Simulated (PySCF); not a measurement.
# Reading the logs of faulty runs: ClFH4Si2

All numbers below are calculated, not measured. The program is PySCF 2.14.0, an open-source quantum chemistry code, run on an isolated molecule that a program drew, which may never have been made. The molecule is ClFH4Si2 (charge 0, singlet), drawn as the SMILES string `F[SiH2][SiH2]Cl`.

Each row is a Hartree-Fock (HF) and frozen-core CCSD(T) single point in the cc-pV(D+d)Z basis, meant for a local HF minimum. Run 1 is clean. Each other run has one planted mistake out of seven kinds, and not every kind appears here: one electron removed, one electron added, multiplicity raised by two, geometry at a saddle point, minimal basis STO-3G, one bond length entered in bohr, all coordinates scaled. The reference is restricted for singlets and unrestricted otherwise, and also for a bond in bohr. Adding or removing an electron swaps singlet and doublet. Electrons count all cores. HOMO and LUMO are orbital energies over both spins, the gradient is its largest component, and the lowest frequency (negative if imaginary) is given only where the gradient is small. Bond lengths are over the 7 bonds as drawn. T1 is the CCSD diagnostic: over 0.02 (restricted) or 0.045 (unrestricted) a single reference is doubtful.

Geometry of the clean run:
```xyz
8
ClFH4Si2, angstrom
F    -2.8381    2.0585    0.1307
Si   -2.6055    0.6929   -0.7142
Si   -1.3733   -0.8033    0.6275
Cl   -1.1263   -2.5398   -0.5003
H    -3.9290    0.1386   -1.0521
H    -1.8664    1.0405   -1.9415
H    -2.0887   -1.1672    1.8647
H    -0.0323   -0.2867    0.9584
```

| run | electrons | basis functions | <S^2> | HOMO (eV) | LUMO (eV) | gradient (hartree/bohr) | lowest frequency (cm^-1) | mean bond (Å) | longest bond (Å) | T1 | HF (hartree) | CCSD(T) (hartree) | mistake |
|---|---|---|---|---|---|---|---|---|---|---|---|---|---|
| 1 | 58 | 103 | 0.000 | -11.21 | 2.27 | 2.2e-05 | 51 | 1.7090 | 2.357 | 0.0114 | -1139.25228 | -1139.83290 | no fault |
| 2 | 58 | 103 | 2.008 | -5.36 | -2.65 | 2.5e-02 | - | 1.7090 | 2.357 | 0.0251 | -1139.04337 | -1139.63015 | multiplicity raised by two |
| 3 | 58 | 36 | 0.000 | -8.73 | 8.83 | 3.1e-02 | - | 1.7090 | 2.357 | 0.0078 | -1126.23414 | -1126.36485 | minimal basis STO-3G |
| 4 | 57 | 103 | 0.765 | -17.88 | -9.26 | 8.0e-02 | - | 1.7090 | 2.357 | 0.0274 | -1138.87516 | -1139.45205 | ? |
| 5 | 59 | 103 | 0.758 | 1.16 | 8.32 | 6.5e-02 | - | 1.7090 | 2.357 | 0.0130 | -1139.18851 | -1139.78980 | ? |

**Which mistake was planted in run 4, and what did it cost?**

It counts 57 electrons, one fewer than the clean run, at the same geometry and basis. So the mistake is: one electron removed. Subtracting run 1 and multiplying by 627.51 kcal/mol a hartree, the energy moved by 236.6 kcal/mol in HF and 239.0 kcal/mol in CCSD(T).

**Which mistake was planted in run 5, and what did it cost?**

It counts 59 electrons, one more than the clean run, at the same geometry and basis. So the mistake is: one electron added. Subtracting run 1 and multiplying by 627.51 kcal/mol a hartree, the energy moved by 40.0 kcal/mol in HF and 27.0 kcal/mol in CCSD(T).

Cautions from the logs. Run 5: the HOMO is above zero, so the electron isn't bound and the energy depends on the basis.
